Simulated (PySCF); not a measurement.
A calculated (PBE, PySCF 2.14, ANO-RCC-VTZP, scalar relativity by spin-free X2C-1e) atom or ion has these occupied shells.

```tsv
shell	electrons	orbital energy (eV)	rms radius, mean of both spins (bohr)
1s α	1	-8232.9	0.0624
1s β	1	-8232.9	0.0624
2s α	1	-1010.6	0.266
2s β	1	-1008.7	0.266
2p α	3	-873.37	0.238
2p β	3	-871.95	0.238
3s α	1	-140.34	0.791
3s β	1	-136.37	0.791
3p α	3	-100.50	0.837
3p β	3	-96.581	0.837
3d α	5	-37.033	1.03
3d β	2	-34.119	1.03
4s α	1	-24.509	2.68
```

**Question.** Name the element and its charge.

**Answer.** Ni(2+) (nickel, charge +2), in [Ar] 3d7 4s1, high-spin 5F determinant (an excited configuration).
